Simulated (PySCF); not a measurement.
**Dipole moment and polarisability of 2-bromotetrafluoroethyl trifluorovinyl ether**

2-bromotetrafluoroethyl trifluorovinyl ether, C₄BrF₇O.
Numbering: `[F:1][C:2]([F:3])=[C:4]([F:5])[O:6][C:7]([F:8])([F:9])[C:10]([F:11])([F:12])[Br:13]`

Geometry (PBE0-D3(BJ)/def2-SVP, Å), atoms numbered from 1 in this order:
```xyz
13
C4BrF7O angstrom
F      0.5009    0.0527   -3.0620
C     -0.0732    1.0886   -2.5173
F     -0.5521    1.9309   -3.3901
C     -0.1452    1.2782   -1.2016
F     -0.7253    2.3424   -0.6835
O      0.4468    0.4415   -0.3205
C     -0.3605   -0.4138    0.3802
F     -1.2256    0.2440    1.1489
F     -1.0668   -1.1861   -0.4505
C      0.5349   -1.3226    1.2529
F      1.3152   -2.0425    0.4590
F     -0.2532   -2.1416    1.9376
Br     1.6121   -0.2877    2.4743
```

Level: CAM-B3LYP/def2-SVPD (PySCF), static field, nuclei fixed, core orbitals frozen in the response. The polarisability tensor in these axes (au):

```
x   68.57 -0.35  6.81
y   -0.35 73.53 -2.00
z    6.81 -2.00 95.28
```

**Question.** Give the principal values, the mean and the anisotropy Δα = √{½[(α1 − α2)² + (α2 − α3)² + (α1 − α3)²]}.

**Answer.** Principal values 66.93, 73.36 and 97.09 au; mean 79.13 au = 11.73 Å³ = 13.05 × 10⁻⁴⁰ C²·m²/J; Δα = 27.51 au (35 % of the mean).

**Question.** What is the dipole moment, and where does it point?

**Answer.** (0.57, 0.40, 0.04) D, 0.70 D in size, pointing from the negative to the positive side. Measured along this direction, the outermost atoms are F9 at the negative end and Br13 at the positive end.

**Question.** Rayleigh depolarisation ratio (linearly polarised light, static tensor)?

**Answer.** ρ = 3Δα²/(45ᾱ² + 4Δα²) = 2271.0/(281749 + 3027.9) = 0.00797.

**Question.** Refractivity n − 1 of an ideal gas of it at 273.15 K and 1 atm, from the electronic α?

**Answer.** N = p/kT = 2.6868 × 10¹⁹ cm⁻³, so n − 1 = 2π × N × 11.73 × 10⁻²⁴ cm³ = 1979 × 10⁻⁶ at long wavelengths.

**Question.** Form Σ f/ω² (atomic units) for the 10 lowest TDDFT singlets, given as eV and f, and set it beside the mean polarisability, which is this sum over all singlets: 6.21, 0.0001; 6.26, 0.0004; 6.91, 0.0112; 7.21, 0.0026; 7.51, 0.0020; 7.91, 0.5355; 8.39, 0.0059; 8.71, 0.0742; 8.76, 0.1059; 8.84, 0.1385.

**Answer.** They add up to 9.71 au, 12.3 % of the 79.13 au; the largest single term is 6.34 au, from the state at 7.91 eV. Terms in order: 0.00, 0.01, 0.17, 0.04, 0.03, 6.34, 0.06, 0.73, 1.02, 1.31 au. Higher excitations give the rest. The strengths listed sum to 0.876.

**Question.** What molar refraction does this α imply?

**Answer.** Lorentz–Lorenz: R = (4π/3)N_A α = 2.5225 cm³/(mol·Å³) × 11.73 Å³ = 29.6 cm³/mol, in the limit of long wavelengths.

**Question.** Find the Langevin capture rate constant for O2+ (31.990 u) meeting this molecule (275.902 u), k = 2.342 × 10⁻⁹ cm³/s × √(α in Å³ / reduced mass in u).

**Answer.** The reduced mass is 28.67 u, so k = 1.50 × 10⁻⁹ cm³/s. The formula leaves out the permanent dipole, which adds to the capture rate.

Geometry: PBE0-D3(BJ)/def2-SVP, one conformer, isolated molecule. The calculation is non-relativistic, for bromine too.
